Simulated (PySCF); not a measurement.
These compounds are isomers of formula C4H11NO2Si3.

A. `[SiH3]N([SiH2]CC#CC(=O)O)[SiH3]`
B. `O=C(O)C#C[SiH2]CN([SiH3])[SiH3]`
C. `O=C(C#CCN([SiH3])[SiH3])[SiH2]O`

Spectrum 1. ¹H NMR (300 MHz, computed): δ 5.02 (s, 2H), 4.75 (s, 6H), 4.12 (s, 2H), 2.46 (br s, 1H). ¹³C{¹H} NMR (computed): δ 230.4 (C), 119.3 (C), 89.6 (C), 43.2 (CH2).

Spectrum 2. ¹H NMR (300 MHz, computed): δ 6.35 (br s, 1H), 4.76 (s, 6H), 4.66 (t, 2H), 3.26 (t, 2H). ¹³C{¹H} NMR (computed): δ 157.3 (C), 103.9 (C), 96.3 (C), 40.6 (CH2).

Spectrum 3. ¹H NMR (300 MHz, computed): δ 6.16 (br s, 1H), 4.99 (t, 2H), 4.77 (s, 6H), 2.37 (t, 2H). ¹³C{¹H} NMR (computed): δ 158.6 (C), 95.1 (C), 77.9 (C), 4.7 (CH2).

Level of theory: shielding tensors at PBE0/pcSseg-1 (GIAO), GFN2-xTB geometry, in PySCF (non-relativistic, isolated molecule, one averaged value for each set of equivalent atoms, one computed conformer).

References, each an isolated molecule treated in the same way: ¹H (σ = 31.72 ppm) and ¹³C (σ = 186.93 ppm) against TMS. Where no couplings were computed, multiplicities follow the n + 1 count of equivalent neighbours, and m marks all less simple cases (inequivalent or close neighbours, rings, F or P nearby). Acid and N–H amide carbonyl carbons lie up to 10 ppm further downfield in solution (hydrogen bonding). Shifts are as computed. Against solution values, carbons near 30 ppm lie about +3 ppm off and those near 130 ppm about +5 ppm. Of 1309 compounds with measured shifts, 239 miss one by over three times the rms of a fit or turn the order of signals round; such compounds aren't used in these exercises. OH and NH positions are gas-phase values without hydrogen bonding to other molecules.

**Question.** Which spectrum belongs to which compound?

**Answer.** 1–C, 2–B, 3–A.

- Spectrum 1 (C): 4 ¹³C signals; δC 89.6 is an alkyne carbon; δC 43.2 is a propargylic sp3 CH2 bonded to N.
- Spectrum 2 (B): 4 ¹³C signals; δC 157.3 is a carboxylic acid carbon; δC 103.9 is an alkyne carbon.
- Spectrum 3 (A): 4 ¹³C signals; δC 158.6 is a carboxylic acid carbon; δC 95.1 is an alkyne carbon.
